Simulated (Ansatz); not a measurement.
Reaction (atomization): `CB(S)Br` → B• + Br• + C• + 4 H• + S•

Computed with Ansatz on PBE0-D4/def2-TZVP structures; ΔE is electronic, products minus reactants. CCSD(T)/CBS adds triple-zeta CCSD(T) − MP2 to the extrapolated MP2 energy (def2 sets, frozen cores). This one scheme is used for every species, atoms too. Functionals use def2-TZVPP. B3LYP here is the variant with VWN-RPA as its local correlation; programs differ in this. No spin–orbit coupling; open shells (•) take unrestricted orbitals. Spin–orbit coupling would lower the free atoms: a little for B, C, S; clearly for Br. Bonds to Br are less sure, by a few kJ/mol each and by 10 to 20 or more in all where they break to atoms, as the def2 sets lack core-valence functions. Scalar relativity is left out up to krypton. Each species was taken in one conformer, which may not be the lowest.

(1) What is ΔE at CCSD(T)/CBS? (Estimate.)

(2) What do these levels give: B3LYP-D4, PBE0, CCSD/def2-SVP, MP2/def2-QZVPP, SCS-MP2/def2-QZVPP, MP2/CBS(def2)? (Best estimate.)

Largest T1 diagnostic among the species: 0.014.

Answers

(1) Ansatz gave: +680.8 kcal/mol.

(2) Ansatz gave: B3LYP-D4 679.9, PBE0 684.0, CCSD/def2-SVP 640.7, MP2/def2-QZVPP 686.5, SCS-MP2/def2-QZVPP 680.4, MP2/CBS(def2) 693.7 kcal/mol.

The D4 term adds +7.3 kcal/mol with B3LYP and +3.8 kcal/mol with PBE0; it sums over pairs of atoms, weighted by their polarisabilities, and B3LYP, whose exchange is more repulsive, gets the larger term. From BLYP to BHLYP (50 % exact exchange), in def2-TZVPP and without D4, ΔE moves by −7.4 kcal/mol: exact exchange takes away binding that semilocal exchange gives to molecules. Leaving LDA and LC-ωPBE aside and taking each functional with its dispersion term where it has one, the values, not all of them listed here, spread over 31.3 kcal/mol, from BHLYP-D4 to PBE-D4. LDA lies +85.8 kcal/mol from PBE without D4, its usual overbinding.

For atomizations the MP2-based limit and the directly extrapolated one differ by several kJ/mol either way, and by 10 to 25 for some Ge, Se and Sn compounds, so smaller differences from it don't rank the levels.
